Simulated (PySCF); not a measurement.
Species: trans-Zr(H2O)2Br4 (singlet state).
Geometry (PBE0-D3(BJ)/def2-SVP, Å), atoms numbered from 1 in this order:
```
atom  x, y, z in Å
Zr1   -0.1136    0.0815   -0.0053
O2     0.0695    0.1902    2.2322
H3    -0.7000   -0.0463    2.7715
H4     0.9014   -0.0321    2.6739
O5    -0.0936   -0.1865   -2.2433
H6     0.2576   -1.0125   -2.6071
H7     0.1751    0.5751   -2.7792
Br8    2.4248    0.2319    0.3588
Br9   -2.5394    0.1059    0.8035
Br10  -0.2073    2.4799   -0.8884
Br11  -0.0763   -2.4725   -0.2857
```

Method used: PySCF 2.14.0, density-fitted response routines, TDDFT CAM-B3LYP/def2-SVPD, vertical, gas phase, core orbitals frozen in the response, def2 core potentials past Kr. Spin–orbit coupling is left out. The geometry optimisation had not met its thresholds, so the values belong to a structure short of the stationary point.

Transition dipole moments from the ground state, in atomic units and in the frame of the coordinates above (overall signs are arbitrary), for the states with f of 0.002 or more among the lowest 9:

```json
{"state": "S1", "E (hartree)": "0.1566", "μx": "0.067", "μy": "0.179", "μz": "-0.045"}
{"state": "S2", "E (hartree)": "0.1571", "μx": "0.182", "μy": "-0.075", "μz": "0.017"}
{"state": "S3", "E (hartree)": "0.1626", "μx": "-0.086", "μy": "-0.030", "μz": "-0.306"}
{"state": "S6", "E (hartree)": "0.1689", "μx": "-0.277", "μy": "0.338", "μz": "-0.017"}
{"state": "S7", "E (hartree)": "0.1694", "μx": "-0.260", "μy": "-0.015", "μz": "0.044"}
{"state": "S8", "E (hartree)": "0.1701", "μx": "0.237", "μy": "0.337", "μz": "0.001"}
{"state": "S9", "E (hartree)": "0.1710", "μx": "0.086", "μy": "0.036", "μz": "-0.306"}
```

Question: Work out the oscillator strengths.

Answer: f = (2/3) ΔE |μ|² with ΔE in hartree (27.2114 eV).

| state | \|μ\|² (au) | \|μ\| (D) | f |
| --- | --- | --- | --- |
| S1 | 0.039 | 0.50 | 0.004 |
| S2 | 0.039 | 0.50 | 0.004 |
| S3 | 0.102 | 0.81 | 0.011 |
| S6 | 0.191 | 1.11 | 0.022 |
| S7 | 0.070 | 0.67 | 0.008 |
| S8 | 0.170 | 1.05 | 0.019 |
| S9 | 0.102 | 0.81 | 0.012 |

Question: What angle do the transition dipoles of S3 and S6 make?

Answer: |cos θ| = |μa·μb| / (|μa| |μb|) = 0.14, so θ ≈ 82° (taken between 0 and 90°, since the signs are arbitrary).

Question: How is the summed strength of these states shared among x, y and z?

Answer: (2/3) Σ ΔE μα² gives 0.028 for x, 0.030 for y and 0.021 for z, 0.079 in all.

Question: What peak molar absorption coefficient would the strongest computed level give as a lone Gaussian band 0.4 eV wide at half height?

Answer: ε(max) = 2.175×10⁸ f / FWHM, with the width in cm⁻¹. S6: 2.175×10⁸ × 0.0215 / 3226 ≈ 1500 L mol⁻¹ cm⁻¹.

The vertical ionisation energy (ΔSCF) is 9.62 eV, 4.96 eV above S9.
